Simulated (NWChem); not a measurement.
System: CH₄BeO; SMILES [Be]([OH])[CH3]

Input file for NWChem:

```
start job
memory heap 200 mb stack 900 mb global 1100 mb
geometry units angstroms noautoz
  Be    -0.003614     0.136743     0.014286
  C     -0.001041    -1.538907     0.002271
  H      0.080280    -1.963356     1.018051
  H      0.843916    -1.945409    -0.580371
  H     -0.922953    -1.952052    -0.442530
  O     -0.011419     1.538535     0.055150
  H      0.068253     2.408990    -0.316024
end
basis spherical
  Be library 6-31+g*
  C library 6-31+g*
  H library 6-31+g*
  O library 6-31+g*
end
dft
  xc xcamb88 1.00 lyp 0.81 vwn_5 0.19 hfexch 1.00
  cam 0.33 cam_alpha 0.19 cam_beta 0.46
  iterations 150
  vectors input atomic output neutral.movecs
end
task dft energy
charge 1
dft
  odft
  mult 2
  vectors input atomic output cation.movecs
end
task dft energy
charge -1
dft
  odft
  mult 2
  vectors input atomic output anion.movecs
end
task dft energy
```

NWChem printed, in part:

```
             Northwest Computational Chemistry Package (NWChem) 7.3.0
             --------------------------------------------------------

 C1  symmetry detected

                             Geometry "geometry" -> ""
                             -------------------------

 Output coordinates in angstroms (scale by  1.889725989 to convert to a.u.)

  No.       Tag          Charge          X              Y              Z
 ---- ---------------- ---------- -------------- -------------- --------------
    1 Be                   4.0000     0.00504045    -0.12904950    -0.00050668
    2 C                    6.0000     0.00296856     1.54664421    -0.00006432
    3 H                    1.0000     0.98194333     1.96505713     0.29168575
    4 H                    1.0000    -0.74077905     1.95750501     0.70470572
    5 H                    1.0000    -0.23699156     1.96151795    -0.99442712
    6 O                    8.0000     0.03808688    -1.53106920     0.00002954
    7 H                    1.0000    -0.34684087    -2.39919377     0.00021193

 Effective nuclear repulsion energy (a.u.)      50.1835508749

                                 NWChem DFT Module
                                 -----------------

 Summary of "ao basis" -> "ao basis" (spherical)
 ------------------------------------------------------------------------------
       Tag                 Description            Shells   Functions and Types
 ---------------- ------------------------------  ------  ---------------------
 Be                         6-31+g*                  8       18   4s3p1d
 C                          6-31+g*                  8       18   4s3p1d
 H                          6-31+g*                  2        2   2s
 O                          6-31+g*                  8       18   4s3p1d

            General Information
            -------------------
          SCF calculation type: DFT
          Wavefunction type:  closed shell.
          No. of atoms     :     7
          No. of electrons :    22
           Alpha electrons :    11
            Beta electrons :    11
          Charge           :     0
          Spin multiplicity:     1
          Use of symmetry is: off; symmetry adaption is: off
          Maximum number of iterations: 150
          AO basis - number of functions:    62
                     number of shells:    32
          Convergence on energy requested:  1.00D-06
          Convergence on density requested:  1.00D-05
          Convergence on gradient requested:  5.00D-04

              XC Information
              --------------
                     Hartree-Fock (Exact) Exchange  1.000
                   CAM-Becke88 Exchange Functional  1.000
                      VWN V Correlation Functional  0.190 local
              Lee-Yang-Parr Correlation Functional  0.810

           Range-Separation Parameters
           ---------------------------
           Alpha           :  0.19
           Beta            :  0.46
           Gamma           :  0.33
           Short-Range HF  :     F

             Grid Information
             ----------------
          Grid used for XC integration:  medium
          Radial quadrature: Mura-Knowles
          Angular quadrature: Lebedev.
          Tag              B.-S. Rad. Rad. Pts. Rad. Cut. Ang. Pts.
          ---              ---------- --------- --------- ---------
          Be                  1.05       49          12.0       434
          C                   0.70       49          12.0       434
          H                   0.35       45          12.0       434
          O                   0.60       49          12.0       434
          Grid pruning is: on
          Number of quadrature shells:   327
          Spatial weights used:  Erf1

      Superposition of Atomic Density Guess
      -------------------------------------

 Sum of atomic energies:        -128.98275974

      Non-variational initial energy
      ------------------------------

 Total energy =    -130.059771
 1-e energy   =    -272.867979
 2-e energy   =      92.624657
 HOMO         =      -0.425227
 LUMO         =      -0.024624

   convergence    iter        energy       DeltaE   RMS-Dens  Diis-err
 ---------------- ----- ----------------- --------- --------- ---------
 d= 0,ls=0.0,diis     1   -130.4095529680 -1.81D+02  1.69D-02  6.49D-01
 d= 0,ls=0.0,diis     2   -130.3949417904  1.46D-02  8.02D-03  9.88D-01
 d= 0,ls=0.0,diis     3   -130.4847279047 -8.98D-02  1.46D-03  9.17D-03
 d= 0,ls=0.0,diis     4   -130.4857800555 -1.05D-03  4.03D-04  5.84D-04
 d= 0,ls=0.0,diis     5   -130.4858545115 -7.45D-05  1.28D-04  5.11D-05
  Resetting Diis
 d= 0,ls=0.0,diis     6   -130.4858628417 -8.33D-06  3.84D-05  2.02D-06
 d= 0,ls=0.0,diis     7   -130.4858632605 -4.19D-07  6.70D-06  3.34D-08

         Total DFT energy =     -130.485863260540
      One electron energy =     -276.395833327590
           Coulomb energy =      114.095350959907
    Exchange-Corr. energy =      -18.368931767805
 Nuclear repulsion energy =       50.183550874949

 Numeric. integr. density =       22.000002178070

                       DFT Final Molecular Orbital Analysis
                       ------------------------------------

 Vector    9  Occ=2.000000D+00  E=-4.015278D-01
              MO Center=  5.7D-02, -1.4D+00,  7.6D-03, r^2= 1.2D+00
   Bfn.  Coefficient  Atom+Function         Bfn.  Coefficient  Atom+Function
  ----- ------------  ---------------      ----- ------------  ---------------
    45      0.575089  6 O  px                49      0.377522  6 O  px
    52     -0.259526  6 O  s                  6      0.208628  1 Be s
    46     -0.174382  6 O  py                 8     -0.151044  1 Be py
    53      0.125703  6 O  px                54     -0.125809  6 O  py
     3      0.116094  1 Be px                48      0.115773  6 O  s

 Vector   10  Occ=2.000000D+00  E=-3.966417D-01
              MO Center=  2.3D-02, -1.4D+00, -7.2D-03, r^2= 1.2D+00
   Bfn.  Coefficient  Atom+Function         Bfn.  Coefficient  Atom+Function
  ----- ------------  ---------------      ----- ------------  ---------------
    47      0.604597  6 O  pz                51      0.398924  6 O  pz
    55      0.129981  6 O  pz                 5      0.128523  1 Be pz
    23     -0.083451  2 C  pz                41      0.054814  5 H  s
    42      0.051549  5 H  s                 39     -0.038738  4 H  s
    27     -0.037695  2 C  pz                40     -0.036421  4 H  s

 Vector   11  Occ=2.000000D+00  E=-3.618771D-01
              MO Center=  7.7D-03,  1.2D+00, -2.5D-04, r^2= 1.3D+00
   Bfn.  Coefficient  Atom+Function         Bfn.  Coefficient  Atom+Function
  ----- ------------  ---------------      ----- ------------  ---------------
    22      0.466184  2 C  py                 4     -0.285823  1 Be py
    26      0.250225  2 C  py                 2     -0.143033  1 Be s
     1      0.138270  1 Be s                 52     -0.102153  6 O  s
     8     -0.096594  1 Be py                37      0.083859  3 H  s
    39      0.082880  4 H  s                 41      0.082985  5 H  s

 Vector   12  Occ=0.000000D+00  E= 4.839188D-03
              MO Center= -5.7D-01, -7.1D-01, -1.8D-04, r^2= 1.4D+01
   Bfn.  Coefficient  Atom+Function         Bfn.  Coefficient  Atom+Function
  ----- ------------  ---------------      ----- ------------  ---------------
    10      1.575890  1 Be s                 28     -0.848825  2 C  s
    24     -0.355854  2 C  s                 30      0.349641  2 C  py
     6      0.328489  1 Be s                 48     -0.214071  6 O  s
     8      0.190089  1 Be py                62      0.178025  7 H  s
    11     -0.157319  1 Be px                52     -0.156154  6 O  s

 Vector   13  Occ=0.000000D+00  E= 2.543786D-02
              MO Center=  1.3D-01,  2.9D-01, -2.5D-05, r^2= 2.2D+01
   Bfn.  Coefficient  Atom+Function         Bfn.  Coefficient  Atom+Function
  ----- ------------  ---------------      ----- ------------  ---------------
    12      1.486193  1 Be py                28     -1.471088  2 C  s
    10      0.900212  1 Be s                 52      0.630013  6 O  s
     8      0.350167  1 Be py                24     -0.349236  2 C  s
    11      0.268012  1 Be px                62     -0.245253  7 H  s
     6      0.134986  1 Be s                 38      0.120033  3 H  s

 Vector   14  Occ=0.000000D+00  E= 3.455889D-02
              MO Center=  5.5D-03, -3.9D-01,  2.7D-02, r^2= 1.9D+01
   Bfn.  Coefficient  Atom+Function         Bfn.  Coefficient  Atom+Function
  ----- ------------  ---------------      ----- ------------  ---------------
    13      1.186225  1 Be pz                31     -0.253557  2 C  pz
    55     -0.142511  6 O  pz                47     -0.108567  6 O  pz
    11      0.087082  1 Be px                 9      0.079156  1 Be pz
     5      0.074649  1 Be pz                23     -0.068483  2 C  pz
    51     -0.067920  6 O  pz                41      0.042676  5 H  s

     Multipole analysis of the density
     ---------------------------------

     L   x y z        total         alpha         beta         nuclear
     -   - - -        -----         -----         ----         -------
     0   0 0 0     -0.000000    -11.000000    -11.000000     22.000000

     1   1 0 0     -0.310575     -0.155287     -0.155287      0.000000
     1   0 1 0     -0.370040     -0.185020     -0.185020      0.000000
     1   0 0 1      0.000096      0.000048      0.000048     -0.000000

     2   2 0 0    -13.492870     -9.783963     -9.783963      6.075056
     2   1 1 0      1.649007      0.100991      0.100991      1.447024
     2   1 0 1      0.000522      0.000292      0.000292     -0.000062
     2   0 2 0    -12.772026    -96.501119    -96.501119    180.230212
     2   0 1 1      0.000709     -0.001166     -0.001166      0.003042
     2   0 0 2    -13.789031     -9.698831     -9.698831      5.608632

                                 NWChem DFT Module
                                 -----------------

            General Information
            -------------------
          SCF calculation type: DFT
          Wavefunction type:  spin polarized.
          No. of atoms     :     7
          No. of electrons :    21
           Alpha electrons :    11
            Beta electrons :    10
          Charge           :     1
          Spin multiplicity:     2
          Use of symmetry is: off; symmetry adaption is: off
          Maximum number of iterations: 150
          This is a Direct SCF calculation.
          AO basis - number of functions:    62
                     number of shells:    32
          Convergence on energy requested:  1.00D-06
          Convergence on density requested:  1.00D-05
          Convergence on gradient requested:  5.00D-04

              XC Information
              --------------
                     Hartree-Fock (Exact) Exchange  1.000
                   CAM-Becke88 Exchange Functional  1.000
                      VWN V Correlation Functional  0.190 local
              Lee-Yang-Parr Correlation Functional  0.810

           Range-Separation Parameters
           ---------------------------
           Alpha           :  0.19
           Beta            :  0.46
           Gamma           :  0.33
           Short-Range HF  :     F

             Grid Information
             ----------------
          Grid used for XC integration:  medium
          Radial quadrature: Mura-Knowles
          Angular quadrature: Lebedev.
          Tag              B.-S. Rad. Rad. Pts. Rad. Cut. Ang. Pts.
          ---              ---------- --------- --------- ---------
          Be                  1.05       49          12.0       434
          C                   0.70       49          12.0       434
          H                   0.35       45          12.0       434
          O                   0.60       49          12.0       434
          Grid pruning is: on
          Number of quadrature shells:   327
          Spatial weights used:  Erf1

      Superposition of Atomic Density Guess
      -------------------------------------

 Sum of atomic energies:        -128.98275974

 Renormalizing density from      22.00 to     21

      Non-variational initial energy
      ------------------------------

 Total energy =    -125.885731
 1-e energy   =    -260.464889
 2-e energy   =      84.395607
 HOMO         =      -0.751104
 LUMO         =      -0.273147

[...]
```

Level: CAM-B3LYP/6-31+G* (spherical d), vertical spin-unrestricted ions. Coordinates come from a PBE0/def2-SVP optimisation.
